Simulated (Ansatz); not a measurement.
Cost and result for the atomization energy of `C[Si]1(Cl)CC1=N` (12 atoms, 12 bonds).

Cartesian coordinates in Å:
```
C 1.374 -1.230 -0.630
Si 0.392 -0.166 0.524
Cl 1.269 -0.057 2.373
C -1.459 -0.067 0.433
C -0.724 1.190 -0.021
N -1.144 2.297 -0.441
H 0.881 -1.265 -1.604
H 1.449 -2.246 -0.235
H 2.382 -0.834 -0.760
H -2.057 0.063 1.335
H -1.998 -0.613 -0.341
H -0.365 2.929 -0.633
```

Charge 0, multiplicity 1. The geometry is a stationary point of PBE0-D4/def2-TZVP. It is one conformer, not always the lowest. Program: Ansatz. All runs use 4 threads of an Arm Neoverse V1 on a shared host. Times are those of one run each, without the atoms' runs, and a repeat can differ threefold. Electronic energies, without spin–orbit coupling; frozen cores. CCSD(T)/CBS adds CCSD(T) − MP2 in def2-TZVPP to the MP2 limit, and its time is that of the two runs behind it. T1 = 0.012; the RHF reference is unstable towards UHF. B3LYP takes the VWN-RPA correlation (the form of Gaussian; ORCA's B3LYP/G).

CCSD(T)/CBS is a level of theory with its own doubt, some kJ/mol a heavy atom from the limit and from the frozen cores, so smaller differences don't rank the functionals.

```csv
level,functions,wall time,atomization (kcal/mol),difference from CCSD(T)/CBS,per bond
PBE-D4/def2-TZVPP (with forces),292,3.7 s,1140.8,36.7,3.1
PBE0-D4/def2-TZVPP,292,4.8 s,1117.3,13.2,1.1
r2SCAN-D4/def2-TZVPP (with forces),292,7 s,1112.3,8.2,0.7
B3LYP-D4/def2-TZVPP (with forces),292,8 s,1106.6,2.5,0.2
B2PLYP/def2-TZVPP,292,9 s,1093.7,-10.4,-0.9
ωB97X-V/def2-TZVPP,292,12 s,1111.2,7.1,0.6
ωB97M-V/def2-TZVPP (with forces),292,17 s,1112.5,8.4,0.7
MP2/def2-QZVPP,548,46 s,1114.2,10.1,0.8
CCSD(T)/def2-TZVPP,292,6.2 min,1072.5,-31.6,-2.6
CCSD(T)/CBS(def2),–,6.9 min,1104.1,0.0,0.0
```

In def2-TZVPP, CCSD(T) changes the Hartree–Fock value by +287.3 kcal/mol (the triples alone add +20.6 kcal/mol) and MP2 by +310.3 kcal/mol; breaking electron pairs costs correlation energy, which Hartree–Fock lacks. From PBE to PBE0 (25 % exact exchange), in def2-TZVPP and without D4, the atomization energy moves by −22.4 kcal/mol: exact exchange takes away binding that semilocal exchange gives to molecules. The D4 term adds +11.4 kcal/mol with B3LYP and +6.1 kcal/mol with PBE0; it sums over pairs of atoms, weighted by their polarisabilities, and B3LYP, whose exchange is more repulsive, gets the larger term.
